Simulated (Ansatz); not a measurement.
Cost and result for the atomization energy of `[F][GeH]1[CH2][B]1[SiH3]` (11 atoms, 11 bonds).

```xyz
11

F     0.236   -2.896   -0.330
Ge   -0.600   -1.638    0.533
C     0.180    0.374    1.497
B    -0.299    0.262    0.126
Si    0.085    1.146   -1.613
H    -0.923   -2.316    1.880
H    -0.208   -0.129    2.386
H     1.005    1.041    1.754
H     0.629    0.180   -2.606
H    -1.169    1.716   -2.180
H     1.063    2.258   -1.447
```

Total charge 0; spin multiplicity 1. Correlated methods include outer-core shells of Ge, which these sets cover unevenly. Scalar relativity is left out up to krypton. The geometry is a stationary point of PBE0-D4/def2-TZVP. Program: Ansatz. All runs use 4 threads of an Arm Neoverse V1 on a shared host. Times are those of one run each, without the atoms' runs, and a repeat can differ threefold. Electronic energies, without spin–orbit coupling; frozen cores. CCSD(T)/CBS adds CCSD(T) − MP2 in def2-TZVPP to the MP2 limit, and its time is that of the two runs behind it. T1 = 0.014. With those shells the extrapolation isn't a true limit. B3LYP takes the VWN-RPA correlation (the form of Gaussian; ORCA's B3LYP/G). HSE06 is the plane-wave form, built on full-range PBE exchange.

CCSD(T)/CBS is a level of theory with its own doubt, some kJ/mol a heavy atom from the limit and from the frozen cores, so smaller differences don't rank the functionals.

| level | functions | wall time | atomization (kcal/mol) | difference from CCSD(T)/CBS | per bond |
| --- | --- | --- | --- | --- | --- |
| LDA (SPW92)/def2-TZVPP | 267 | 1.6 s | 992.8 | 123.1 | 11.2 |
| PBE-D4/def2-TZVPP (with forces) | 267 | 3.3 s | 883.6 | 13.9 | 1.3 |
| HSE06-D4/def2-TZVPP | 267 | 4.8 s | 869.2 | -0.5 | 0.0 |
| CAM-B3LYP-D4/def2-TZVPP | 267 | 5.5 s | 870.7 | 1.0 | 0.1 |
| B3LYP-D4/def2-TZVPP (with forces) | 267 | 7 s | 868.7 | -1.0 | -0.1 |
| r2SCANh-D4/def2-TZVPP | 267 | 7 s | 870.9 | 1.2 | 0.1 |
| B2PLYP/def2-TZVPP | 267 | 7.5 s | 859.7 | -10.0 | -0.9 |
| CCSD(T)/def2-SVP | 122 | 12 s | 818.4 | -51.3 | -4.7 |
| B97M-V/def2-TZVPP | 267 | 13 s | 880.1 | 10.4 | 0.9 |
| ωB97M-V/def2-TZVPP (with forces) | 267 | 16 s | 868.3 | -1.4 | -0.1 |
| MP2/def2-QZVPP | 510 | 36 s | 872.4 | 2.7 | 0.3 |
| CCSD(T)/def2-TZVPP | 267 | 5.4 min | 849.5 | -20.2 | -1.8 |
| CCSD(T)/CBS(def2) | – | 6 min | 869.7 | 0.0 | 0.0 |

From BLYP to BHLYP (50 % exact exchange), in def2-TZVPP and without D4, the atomization energy moves by −16.4 kcal/mol: exact exchange takes away binding that semilocal exchange gives to molecules. In def2-TZVPP, CCSD(T) changes the Hartree–Fock value by +212.2 kcal/mol (the triples alone add +14.7 kcal/mol) and MP2 by +223.2 kcal/mol; breaking electron pairs costs correlation energy, which Hartree–Fock lacks. At CCSD(T), def2-SVP lies −51.3 kcal/mol from the extrapolated value and def2-TZVPP −20.2 kcal/mol: correlation converges slowly with the basis, and small sets miss more of it in the bonded molecule than in its fragments.

For some Ge, Se and Sn compounds the MP2-based and the directly extrapolated limit differ by 10 to 25 kJ/mol.
